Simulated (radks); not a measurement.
All-electron atom: the promethium ion Pm45+ in [Ne] 3s2 3p4 (the NIST ground configuration).

All-electron calculation, scalar-relativistic Kohn-Sham, PBEsol, spin-polarised, spherical densities, finite nucleus; open shells are filled with parallel spins first (spin-orbit coupling, left out, can overturn this in heavy ions); Fermi nuclear charge, rms radius 4.962 fm. Program: a radial shooting solver on a logarithmic mesh with Libxc functionals.

Energy parts (hartree):
total: -8141.4351
kinetic: 8790.0715
electron-nucleus: -17818.0872
Hartree: 1013.8522
exchange-correlation: -127.2716

Orbitals (lengths in bohr, moments of r in powers of bohr; <r^-3> diverges for s and p1/2):
orbital  occ.  eigenvalue (hartree)  <1/r>  <r^-3>
1s up       1             -1760.832  67.40       -
1s down     1             -1760.618  67.40       -
2s up       1             -371.9890  15.77       -
2s down     1             -371.8285  15.78       -
2p up       3             -344.2082  14.82    9792
2p down     3             -343.9878  14.82    9788
3s up       1             -145.3948  6.346       -
3s down     1             -144.7929  6.338       -
3p up       3             -136.8591  6.043    2528
3p down     1             -136.2515  6.038    2524
3d up       0             -127.6128  5.765   362.0
3d down     0             -127.0948  5.771   363.4
4s up       0             -76.23575  3.350       -
4s down     0             -76.02139  3.344       -

The highest occupied level is 3p down at -3707.6 eV. Summed over all electrons, <r^2> = 0.4552 bohr^2, which gives a Langevin (diamagnetic) susceptibility term of -0.361 x 10^-6 cm^3/mol. Spin moment in Bohr magnetons: 2. The density falls to 0.001 e/bohr^3 at r = 0.69 bohr.
